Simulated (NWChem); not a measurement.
System meant: BaCl2; SMILES [Ba]([Cl])[Cl]

Input file for NWChem:

```
start job
memory heap 200 mb stack 900 mb global 1100 mb
geometry units angstroms noautoz
  Ba     0.000000     0.000000     0.408137
  Cl     2.422616     0.000000    -0.904436
  Cl    -2.422616     0.000000    -0.904436
end
basis spherical
  * library def2-svp
end
dft
  xc xpbe96 cpbe96
  iterations 150
  mulliken
end
task dft energy
```

End of the output:

```
             Grid Information
             ----------------
          Grid used for XC integration:  medium
          Radial quadrature: Mura-Knowles
          Angular quadrature: Lebedev.
          Tag              B.-S. Rad. Rad. Pts. Rad. Cut. Ang. Pts.
          ---              ---------- --------- --------- ---------
          Ba                  2.15      123          12.0       590
          Cl                  1.00       88          11.0       590
          Grid pruning is: on
          Number of quadrature shells:   211
          Spatial weights used:  Erf1

          Convergence Information
          -----------------------
          Convergence aids based upon iterative change in
          total energy or number of iterations.
          Levelshifting, if invoked, occurs when the
          HOMO/LUMO gap drops below (HL_TOL):  1.00D-02
          DIIS, if invoked, will attempt to extrapolate
          using up to (NFOCK): 10 stored Fock matrices.

                    Damping( 0%)  Levelshifting(0.5)       DIIS
                  --------------- ------------------- ---------------
          dE  on:    start            ASAP                start
          dE off:    2 iters        150 iters           150 iters

      Screening Tolerance Information
      -------------------------------
          Density screening/tol_rho:  1.00D-10
          AO Gaussian exp screening on grid/accAOfunc:  14
          CD Gaussian exp screening on grid/accCDfunc:  20
          XC Gaussian exp screening on grid/accXCfunc:  20
          Schwarz screening/accCoul:  1.00D-08

      Superposition of Atomic Density Guess
      -------------------------------------

      charge =      56.0 Ba (Barium)

      symmetry species            s     p     d     f
      number of basis functions = 6     6     5
      number of cont. functions = 4     3     2
      number of closed shells   = 6     4     2
      number of open shells     = 0     0     0
      open shell occupation     = 0     0     0
 ------------------------------------------------------------------------
 atomscf:atomd: error in atom scf                   0
 ------------------------------------------------------------------------
 ------------------------------------------------------------------------
  current input line :
    16: task dft energy
 ------------------------------------------------------------------------
 ------------------------------------------------------------------------
 This error has not yet been assigned to a category
 ------------------------------------------------------------------------
 For more information see the NWChem manual at https://nwchemgit.github.io

0:atomscf:atomd: error in atom scf:Received an Error in Communication
```

Problem. Find the fault in this run and fix the input.

Solution. The run crashed. Cause: the def2 basis of a heavy element holds valence functions alone and wants its effective core potential (without it all electrons must fit into that basis). This input runs:
```
start job
memory heap 200 mb stack 900 mb global 1100 mb
geometry units angstroms noautoz
  Ba     0.000000     0.000000     0.408137
  Cl     2.422616     0.000000    -0.904436
  Cl    -2.422616     0.000000    -0.904436
end
basis spherical
  * library def2-svp
end
ecp
  Ba library def2-ecp
end
dft
  xc xpbe96 cpbe96
  iterations 150
  mulliken
end
task dft energy
```
It converges to -945.38926 Ha (PBE/def2-SVP with def2 effective core potentials on Ba).
